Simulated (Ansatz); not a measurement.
Isomers of C4H11BiO (singlet), relaxed with PBE-D4/def2-SVP; total energies from Ansatz at CAM-B3LYP-D4/def2-TZVP.

```csv
isomer,description,energy (Eh)
A,BiH2(OtBu) (C4H11BiO),-448.84169
B,BiMe2(OEt) (C₄H₁₁BiO),-448.84932
```

In the def2 sets Bi takes a core potential; there is no spin–orbit coupling.

Work out the relative energies (1 Eh = 2625.5 kJ/mol) and the Boltzmann populations at 1200 K from electronic energies alone (R = 8.314 J/mol/K).

ΔE: A 20.0, B 0.0 kJ/mol. RT = 9.98 kJ/mol. Factors exp(−ΔE/RT): A 0.135, B 1; sum 1.135. Populations: A 11.9 %, B 88.1 %. Zero-point energy, vibrational entropy and symmetry numbers are left out and can shift these; an error of 4 kJ/mol changes a ratio by a factor of 1.5. Over the other density-functional and correlated levels in def2 sets, the gap between B and A ranges from -8 to 37 kJ/mol.
